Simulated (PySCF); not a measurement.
Al(Cl)(SeH)2 (AlClH2Se2), SMILES [Cl][Al]([SeH])[SeH]. Heavy atoms are numbered as in [Al:1]([Cl:2])([SeH:3])[SeH:5]. Hydrogens are named by the atom that carries them.

Geometry: B3LYP-D3(BJ)/def2-SVP. The structure was generated by enumeration; whether it is a known compound was not checked. The values are those of a single conformer.

The numbers are results of PySCF with B3LYP/pcSseg-1, not measurements.

GIAO shieldings, no solvent; atoms alike by connectivity are averaged. δ = σ(ref) − σ: ³⁵Cl against HCl (σ = 933.3 ppm); ⁷⁷Se against Me2Se (σ = 1647.9 ppm); ¹H against TMS (σ = 31.68 ppm), references at their B3LYP-D3(BJ)/def2-TZVP geometries, non-relativistic (without spin–orbit terms, shifts of atoms bonded to Cl or Br come out too high).

```
nucleus      atoms  count  δ (ppm)
-------  ---------  -----  -------
³⁵Cl           Cl2      1     55.3
⁷⁷Se     Se3 (SeH)      2   -371.2
¹H        H on Se3      2     0.70
```
